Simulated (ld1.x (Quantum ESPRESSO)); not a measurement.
**What one change does to a pseudopotential (Te (Z = 52), PAW)**

- Element: tellurium
- Generator: ld1.x (Quantum ESPRESSO) 7.5
- Type: PAW
- Functional: PBE
- Relativity: scalar-relativistic
- Frozen core: [Kr]
- Valence charge: 16
- Reference configuration: 4d10 5s2 5p3.5 (charge +0.5)
- Partial waves: 5s (bound): rcut 1.55, rcutus 1.70 bohr; 5s channel at 3.05 Ry: rcut 1.55, rcutus 1.70 bohr; 5p (bound): rcut 2.00, rcutus 2.15 bohr; 5p channel at 1.95 Ry: rcut 2.00, rcutus 2.15 bohr; 4d (bound): rcut 1.15, rcutus 1.50 bohr; 4d channel at -2.8 Ry: rcut 1.15, rcutus 1.50 bohr
- Local potential: all-electron potential smoothed inside 1.35 bohr (lloc = -1)
- Core correction: a·sin(br)/r model core inside 1.55 bohr
- Augmentation charge: BESSEL, radius 0.85 bohr

All-electron outer shells of the reference configuration (PBE, scalar-relativistic, ld1.x):

```tsv
shell	level (eV)	outermost node (bohr)	outermost maximum (bohr)
4s	-168.73	0.38	0.70
4p	-118.75	0.38	0.74
4d	-45.98	0.36	0.81
5s	-19.14	0.91	1.80
5p	-9.69	1.00	2.14
```

Change: all radii but the core radius scaled by about 1.17 (s 1.98, p 2.52, d 1.76 bohr, rcut 1.82/2.34/1.34); local potential all-electron potential smoothed inside 1.58 bohr (lloc = -1); augmentation BESSEL, radius 1.00 bohr.

Cutoffs: the cutoffs (Ry, on a coarse ladder) from which the occupation-weighted sum of valence levels, in a spherical-Bessel basis at the reference potential, stays within 10 and 1 mRy of its value at 400 Ry; they do not see the model core or the augmentation charge, which bear on the density cutoff. Errors are all-electron minus pseudo energies relative to the spin-unpolarised reference configuration.

Question: What does the change do?

Answer: The potential gets softer (70 Ry and 110 Ry → 40 Ry and 70 Ry); both files keep a bound ghost (s); the number of tests with a reliable result goes from 7 to 6 (the test run of the changed file stopped, so its transferability is not established); of the 6 tests that both files solve, the error grows in 4 and shrinks in 1 by more than 15 % and 0.3 meV (median size 3.4 → 6.7 meV). A larger radius leaves more room for a smooth pseudo-wave, so fewer plane waves are needed.

```tsv
quantity	base	changed
cutoff, loose	70 Ry	40 Ry
cutoff, tight	110 Ry	70 Ry
loose cutoff by channel (10 mRy a level)	s 15 Ry, p 6 Ry, d 45 Ry	s 6 Ry, p 6 Ry, d 30 Ry
bound ghosts	s	s
tests with a reliable result	7 of 7	6 of 7 (the test run stopped)
error for 4d10 5s2 5p4, meV [ΔE -3.90 eV]	+1.2	+1.0
error for 4d10 5s2 5p3, meV [ΔE 5.83 eV]	-1.4	-1.7
error for 4d10 5s2 5p2, meV [ΔE 23.76 eV]	-5.1	-12
error for 4d10 5s2 5p4.3, meV [ΔE -5.37 eV]	+1.7	+1.4
error for 4d10 5s2 5p1, meV [ΔE 50.65 eV]	-10	-50
error for 4d9 5s2 5p5, meV [ΔE 34.36 eV]	+61	-112
lowest overlap eigenvalue by channel	s 0.59, p 0.42, d 1.00	s 0.49, p 0.38, d 0.49
```

 A true bound ghost makes a file unfit for plane-wave use even where its test errors are small: the radial tests pick states by their node count and pass the ghost by.
